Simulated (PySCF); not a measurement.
**Polarisability and C₆ of Ti²⁺ (titanium, charge +2)**

[Ar] 3d2, high-spin 3F determinant. All numbers are calculated (PySCF 2.14, scalar relativity by spin-free X2C-1e, in aug-cc-pwCVTZ-DK). Coupled (time-dependent) response in atomic units; α is the mean over directions.

| method | mean α (bohr³) | C₆ (like pair) | S(−4) |
| --- | --- | --- | --- |
| UHF | 4.308 | 13.14 | 12.33 |
| PBE | 5.299 | 15.85 | 27.06 |

S(−4) is the Cauchy moment in α(ω) = α(0) + S(−4) ω² + …

α(iu) at UHF:

```
u (hartree)  α(iu) (bohr³)
          0          4.308
     0.0500          4.278
      0.100          4.192
      0.200          3.912
      0.300          3.586
      0.500          3.006
      0.750          2.463
       1.00          2.050
       1.50          1.459
       2.00          1.072
       3.00         0.6362
       5.00         0.2960
```

A single London oscillator, α(iu) = α/(1 + u²/ω²), gives C₆ = (3/4) ω α². Matching the computed C₆ needs ω = 4 × 13.14 / (3 × 4.308²) = 0.944 hartree.

For an ion, C₆ is the dispersion term alone; charge-induced terms of lower order in 1/R come first.
